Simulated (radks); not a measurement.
Results of a calculation; reference values are marked as such.
How relativity changes the ionisation of the carbon ion C+ ([He] 2s2 2p1) to C2+ ([He] 2s2). Spin-unpolarised spherical Kohn-Sham, PBE, point nucleus unless stated (finite: rms radius 2.4702 fm), a radial shooting solver on a logarithmic mesh with Libxc functionals. A level marked "c x" has the speed of light scaled by that factor and shares open shells by 2j + 1; other Dirac levels either fill j = l - 1/2 first or share by 2j + 1.

| level | E(C+) (hartree) | E(C2+) (hartree) | IE (eV) | HOMO | <r> HOMO (bohr) |
|---|---|---|---|---|---|
| non-rel. | -37.34893 | -36.46109 | 24.159 | 2p | 1.505 |
| scalar-rel. | -37.36567 | -36.47795 | 24.156 | 2p | 1.505 |
| scalar-rel., finite nucleus | -37.36566 | -36.47795 | 24.156 | 2p | 1.505 |
| Dirac, 2j+1 shares | -37.36567 | -36.47795 | 24.156 | 2p3/2 | 1.505 |
| Dirac, low j first | -37.36595 | -36.47795 | 24.164 | 2p1/2 | 1.504 |
| Dirac, 2j+1 shares, finite nucleus | -37.36566 | -36.47795 | 24.156 | 2p3/2 | 1.505 |
| Dirac, c x 0.75 | -37.37871 | -36.49109 | 24.153 | 2p3/2 | 1.505 |
| Dirac, c x 0.85 | -37.37211 | -36.48444 | 24.155 | 2p3/2 | 1.505 |
| Dirac, c x 1.25 | -37.35964 | -36.47188 | 24.157 | 2p3/2 | 1.505 |

NIST Atomic Spectra Database: 24.383 eV (measured). The relativistic part of the total energy of C+ is -0.01674 hartree (Dirac, 2j+1 shares, finite nucleus), 0.045 % of the non-relativistic value. Spin polarisation and multiplet splitting of open shells are left out at every level.

Beside tabulated values, note that spin-unpolarised runs miss the spin-polarisation part of the exchange energy of open shells.
